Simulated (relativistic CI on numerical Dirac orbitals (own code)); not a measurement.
# Nb⁵⁺: 3d photoemission

Computed with this model: Dirac-Coulomb-Breit CI, separate exchange-only KLI orbitals for each configuration, a model potential for QED, valence Slater integrals scaled by 0.9, multiplet model of photoemission in the sudden approximation; configurations [Ar] 3d10 4s2 4p6 → [Ar] 3d9 4s2 4p6; 80 K; Lorentzian 0.42 eV and Gaussian 0.5 eV FWHM. Energies are those of the free ion, without screening or charge transfer. The energies are binding energies and can lie tens of eV above those of solids. S is read from ⟨S²⟩ = S(S + 1).

Computed curve for free ion, scaled to 100 at the maximum (points under 2 are left out and the grid is thinned):

```csv
Energy (eV),Intensity
277.3,2.2
277.4,2.4
277.5,2.7
277.6,3.1
277.7,3.5
277.8,4.1
277.9,4.7
278.0,5.6
278.2,8.3
278.3,10.5
278.4,13.8
278.5,18.8
278.6,26.3
278.7,37.3
278.8,52.1
278.9,69.6
279.0,86.5
279.1,97.9
279.2,100.0
279.3,92.1
279.4,76.9
279.5,59.3
279.6,43.2
279.8,22.0
279.9,16.3
280.0,12.6
280.1,10.1
280.2,8.5
280.3,7.4
280.4,6.7
280.5,6.3
280.6,6.1
280.7,6.1
280.8,6.4
280.9,6.9
281.0,7.8
281.1,9.2
281.3,15.1
281.4,20.6
281.5,28.5
281.6,39.0
281.7,50.7
281.8,61.1
281.9,66.9
282.0,66.2
282.1,59.1
282.2,48.0
282.3,36.3
282.4,26.1
282.5,18.5
282.6,13.2
282.7,9.8
282.9,5.9
283.0,4.8
283.1,4.0
283.2,3.4
283.3,3.0
283.4,2.6
283.5,2.3
283.6,2.0
```

The ground state has S = 0.00, and the centroid lies at 280.28 eV.
